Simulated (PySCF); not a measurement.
Mapped SMILES: `[CH3:1][GeH2:2][SH:3]`; H(Xn) means a hydrogen on atom n.

Geometry: PBE0-D3(BJ)/def2-SVP; GIAO absolute shieldings from PySCF 2.14, gas phase, non-relativistic, averaged over equivalent atoms.

At PBE0/pcSseg-1 (112 basis functions, 9.5 s wall time on 1 thread of an Arm Neoverse V1, shared host):
```json
{"atoms": "C1", "σ (ppm)": "182.0"}
{"atoms": "Ge2", "σ (ppm)": "1405.7"}
{"atoms": "S3", "σ (ppm)": "743.8"}
{"atoms": "H(Ge2)", "σ (ppm)": "26.50"}
{"atoms": "H(C1)", "σ (ppm)": "30.75"}
{"atoms": "H(S3)", "σ (ppm)": "31.33"}
```

Task: What do these become at PBE0/pcSseg-2?

Result: 
```json
{"atoms": "C1", "σ at PBE0/pcSseg-2": "181.7", "change": "-0.3"}
{"atoms": "Ge2", "σ at PBE0/pcSseg-2": "1416.1", "change": "+10.4"}
{"atoms": "S3", "σ at PBE0/pcSseg-2": "732.3", "change": "-11.5"}
{"atoms": "H(Ge2)", "σ at PBE0/pcSseg-2": "26.42", "change": "-0.08"}
{"atoms": "H(C1)", "σ at PBE0/pcSseg-2": "30.73", "change": "-0.02"}
{"atoms": "H(S3)", "σ at PBE0/pcSseg-2": "31.29", "change": "-0.04"}
```

The largest change is at S3 (sulfur bonded to Ge, H). Cost: 226 basis functions, 23 s wall time on 1 thread of an Arm Neoverse V1, shared host.

Relativistic effects, spin–orbit coupling among them, are left out; they matter for Ge and for the light atoms bonded to it.
